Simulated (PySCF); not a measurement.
PySCF 2.14 output of an unrestricted M06-L calculation on a single atom or ion in x2c-TZVPPall, with scalar relativity by spin-free X2C-1e:

```
SCF conv_tol = 1e-09
number electrons alpha = 1  beta = 0
    Y. Zhao and D. G. Truhlar.,  J. Chem. Phys. 125, 194101 (2006)
    Y. Zhao and D. G. Truhlar.,  J. Chem. Phys. 125, 194101 (2006)
    Y. Zhao and D. G. Truhlar.,  Theor. Chem. Acc. 120, 215 (2008)
cycle= 1 E= -2.00667829959683  delta_E= -4.03e-05  |g|= 0.000476  |ddm|= 0.0106
cycle= 2 E= -2.00667842518748  delta_E= -1.26e-07  |g|= 3.31e-05  |ddm|= 0.00051
cycle= 3 E= -2.00667842574707  delta_E= -5.6e-10  |g|= 4.31e-07  |ddm|= 3.65e-05
converged SCF energy = -2.00667842574707  <S^2> = 0.75  2S+1 = 2
```

The run itself started from symmetry-adapted Hartree-Fock orbitals and held the occupation by maximum overlap, on a logarithmic radial grid, so the iterations belong to that start.

Problem. Which element, charge and spin multiplicity is this?

Solution. He⁺ (helium, charge +1), multiplicity 2; the state was 1s1, 2S determinant.

For one electron the Hartree and exchange-correlation energies should cancel; what remains is the self-interaction error.
